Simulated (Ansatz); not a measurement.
Geometry optimisation, Ansatz, RKS PBE/6-31G*.

Input file:

```yaml
crystal:
  periodic: [false, false, false]
  atoms:
    - { symbol: B, position_ang: [0.011774, -0.2251, -0.095831] }
    - { symbol: F, position_ang: [0.012035, -0.555202, 1.207096] }
    - { symbol: "N", position_ang: [1.260104, -0.143782, -0.751305] }
    - { symbol: H, position_ang: [2.144067, -0.281844, -0.264254] }
    - { symbol: H, position_ang: [1.361684, 0.091931, -1.734445] }
    - { symbol: C, position_ang: [-1.36725, -0.000709, -0.836538] }
    - { symbol: H, position_ang: [-1.975033, -0.924131, -0.797752] }
    - { symbol: H, position_ang: [-1.969761, 0.778368, -0.33645] }
    - { symbol: H, position_ang: [-1.259266, 0.276001, -1.898172] }
    - { symbol: H, position_ang: [0.237184, 1.952737, 0.887685] }
    - { symbol: H, position_ang: [0.103664, 1.55723, 1.463465] }
basis:
  gaussian: { orbitals: "6-31G*" }
hamiltonian:
  xc: pbe
relax:
  f_tol: 0.03
  max_steps: 50
```

Launched with:

```bash
$ ansatz run input.yaml --threads 1 --pin off --max-ram 2048MiB --backend cpu --events-out ev --progress --plain --runs-dir out
```

Task: Where does it end, and by what steps?

Result: The forces met the threshold. The force dipped under the threshold on the way, but the program's further checks kept it going. After 22 steps the energy has fallen by 0.246 eV; H10 moved furthest, 1.91 Å.

```tsv
step	energy less start (eV)	largest force component (eV/Å)	accepted
0	0.0000	1.293	yes
1	-0.1407	0.396	yes
2	-0.1846	0.186	yes
3	-0.2026	0.091	yes
4	-0.2071	0.085	yes
5	-0.2110	0.113	yes
6	-0.2054	0.821	no
7	-0.2168	0.056	yes
8	-0.2215	0.099	yes
9	-0.2084	1.082	no
10	-0.2245	0.147	yes
11	-0.2282	0.083	yes
12	-0.2308	0.344	yes
13	-0.2347	0.199	yes
14	-0.2382	0.206	yes
15	-0.2412	0.191	yes
16	-0.2431	0.104	yes
17	-0.2443	0.077	yes
18	-0.2448	0.113	yes
19	-0.2453	0.080	yes
20	-0.2458	0.019	yes
21	-0.2460	0.008	yes
22	-0.2460	0.025	yes
```

```xyz
11
Properties=species:S:1:pos:R:3
B 0.057 -0.193 -0.391
F 0.157 0.052 0.948
N 1.258 -0.440 -1.086
H 2.167 -0.439 -0.628
H 1.292 -0.633 -2.083
C -1.368 -0.183 -1.072
H -2.030 -0.931 -0.599
H -1.860 0.796 -0.926
H -1.344 -0.390 -2.156
H 0.117 2.765 2.612
H 0.114 2.121 2.225
```

The run took 49 s on 1 thread of Arm Neoverse V2 (shared host), peak memory 0.15 GiB.
